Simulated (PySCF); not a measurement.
**Name the molecule from its bond curve**

A diatomic of charge +1 contains Sb. Its doublet curve at PBE0 in a triple-zeta basis (scalar-relativistic core potentials, PySCF), in eV from the separated fragments:

R (Å), E (eV) and a bar:
```
    1.602     -2.558 ############################
    1.677     -3.512 ############
    1.751     -4.024 ####
    1.807     -4.202 #
    1.863     -4.250 
    1.919     -4.200 #
    1.993     -4.025 ####
    2.087     -3.688 #########
    2.198     -3.188 ##################
    2.347     -2.461 ##############################
```

The fit gives ωe = 723 cm⁻¹ and the rotational constant Bₑ = 0.2968 cm⁻¹.

Q: Which atom is the partner?

A: The minimum lies at 1.860 Å, so the reduced mass is 16.8576 u Å² cm⁻¹/(Bₑ·Re²) = 16.42 u. With Sb at 120.90 u the partner weighs about 19.0 u: F. The molecule is SbF⁺.

Spin–orbit coupling is left out. The state was picked by a PBE0 search and need not be the measured ground state.
